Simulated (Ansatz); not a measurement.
PBE exchange is replaced step by step with exact exchange (0 % is PBE, 25 % PBE0; no dispersion term), basis def2-TZVPD, Ansatz. System: Cs₂Cl₂⁻ (the lowest doublet isomer of a short search). The state is a doublet with charge -1. Geometry: PBE-D4/def2-TZVPD, each spin state at its own.

The relaxed quartet has other bonds than the doublet, so its gap is one between isomers.

Geometry of the doublet:

```xyz
4

Cs    1.622    1.254    1.043
Cs   -1.622   -1.254   -1.042
Cl   -1.156    1.890   -0.475
Cl    1.156   -1.890    0.474
```

In the def2 sets Cs takes a core potential; there is no spin–orbit coupling. At PBE-D4/def2-TZVPD, PBE with 5 % exact exchange/def2-TZVPD, PBE with 10 % exact exchange/def2-TZVPD, PBE with 15 % exact exchange/def2-TZVPD and others the highest occupied level of the charge -1 doublet lies above zero (up to 0.63 eV). By energy differences its removal costs 0.30 eV (vertical, to the charge 0 singlet, at PBE-D4/def2-TZVPD); a positive level beside a positive removal energy at the same level points to self-interaction error. At PBE-D4/def2-TZVPD, PBE with 5 % exact exchange/def2-TZVPD, PBE with 10 % exact exchange/def2-TZVPD, PBE with 15 % exact exchange/def2-TZVPD the highest occupied level of the charge -1 quartet lies above zero (up to 0.36 eV). It is a level of α spin, whose loss leaves a triplet; that state wasn't run at this geometry and level. The electron is either unbound and held by the finite basis, or the level is raised by self-interaction error. At PBE-D4/def2-TZVPD, PBE with 5 % exact exchange/def2-TZVPD the gap within one spin of the charge -1 doublet nearly closes, so an electron or hole may be smeared out by delocalisation error. In the quartet, Cl3 and Cl4 lie 2.66 Å apart (atoms count from 1), so these atoms are partly bonded to each other. The structure comes from a short search, and lower isomers may exist.

HOMO and LUMO are taken over both spins.

```csv
exact exchange (%),HOMO (eV),LUMO (eV),gap (eV),⟨S²⟩,quartet − doublet (kJ/mol)
5,0.60,0.73,0.13,0.750,340.7
10,0.56,0.76,0.19,0.750,343.4
15,0.53,0.79,0.26,0.750,346.0
25,0.46,0.85,0.39,0.750,351.4
35,0.40,0.92,0.52,0.750,356.8
50,0.31,1.01,0.71,0.750,364.8
```

Problem. Fit a straight line to the column «quartet − doublet (kJ/mol)» against the share of exact exchange and predict its value at 0 %.

Solution. With x = exact exchange (%) and y = quartet − doublet (kJ/mol): mean x = 23.33, mean y = 350.5; Σ(x − x̄)(y − ȳ) = 768.2, Σ(x − x̄)² = 1433; slope b = 0.5361, intercept a = ȳ − b·x̄ = 338. The residuals of the fitted rows reach 0.0. At x = 0 the line gives 338 + (0.5361 × 0) = 338.0; the run gave 338.1, 0.1 more than the line.
